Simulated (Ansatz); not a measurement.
Job for Ansatz (a program for electronic structure): R-CCSD(T)/cc-pV(D+d)Z on NH3 (SMILES N). The basis file is the Basis Set Exchange's JSON of that set.

Ansatz 0.2 input:
```yaml
crystal:
  periodic: [false, false, false]
  atoms:
    - {symbol: N, position_ang: [0.00000000, -0.00002411, 0.30627053]}
    - {symbol: H, position_ang: [0.00000000, 0.93747488, -0.10213041]}
    - {symbol: H, position_ang: [0.81190073, -0.46877539, -0.10212006]}
    - {symbol: H, position_ang: [-0.81190073, -0.46877539, -0.10212006]}
basis:
  gaussian:
    orbitals: cc-pV_D+d_Z.json
magnetization: {spin_polarized: false}
correlation: {method: ccsd_t, electrons: outside_noble_gas}
scf: {lower_state_search: off}
```

It printed:

```
WARN ansatz: RAYON_NUM_THREADS=8 ignored (pool sized by the plan → 8); use --threads N
Functional definition: HF
these checks for a lower state are left out or cut short: stability, starts, cluster_reference, orbital_swaps, neighbouring_geometries, increment
integrals: 0.00 GiB planned
265 factors; integrals over basis functions are off by at most 1.3e-3 eV
mean field: 0.05 GiB planned
mean field evaluation 1: about -1527.6853 eV, gradient 2.6e1 eV
mean field evaluation 2: about -1527.6853 eV, gradient 2.6e1 eV
mean field evaluation 4: about -1529.1393 eV, gradient 1.5e0 eV
mean field evaluation 8: about -1529.1489 eV, gradient 5.3e-3 eV
mean field -1529.14885102 eV, -56.1951837805 hartree, gradient 5.1e-6 eV, S^2 0.000000; 0 other end points of the search recorded, 0 dependent functions left out
1 core orbitals not correlated
reference -1529.14885102 eV, -56.1951837805 hartree; 4, 4 occupied and 24, 24 virtual orbitals, 265 factors
second order -5.09505557 eV of doubles, -0.00000000 eV of singles
coupled cluster: 0.06 GiB planned
cycle   1  -5.39833376 eV  change   -3.0e-1 eV  update   3.6e-2
cycle   2  -5.52603032 eV  change   -1.3e-1 eV  update   1.2e-2
cycle   3  -5.53843952 eV  change   -1.2e-2 eV  update   3.0e-3
cycle   4  -5.53930888 eV  change   -8.7e-4 eV  update   8.0e-4
cycle   5  -5.53934301 eV  change   -3.4e-5 eV  update   2.6e-4
cycle   6  -5.53932545 eV  change    1.8e-5 eV  update   9.1e-5
cycle   7  -5.53930914 eV  change    1.6e-5 eV  update   3.0e-5
cycle   8  -5.53929781 eV  change    1.1e-5 eV  update   5.3e-6
cycle   9  -5.53929785 eV  change   -3.3e-8 eV  update   1.2e-6
perturbative correction -0.10606719 eV, -0.0038978975 hartree
Total energy: -1534.79421606 eV, -56.4026471191 hartree
Checks for a lower state left out: stability, starts, cluster_reference, orbital_swaps, neighbouring_geometries, increment
```

The run converged.

Cost: very roughly 1.3 core-seconds.
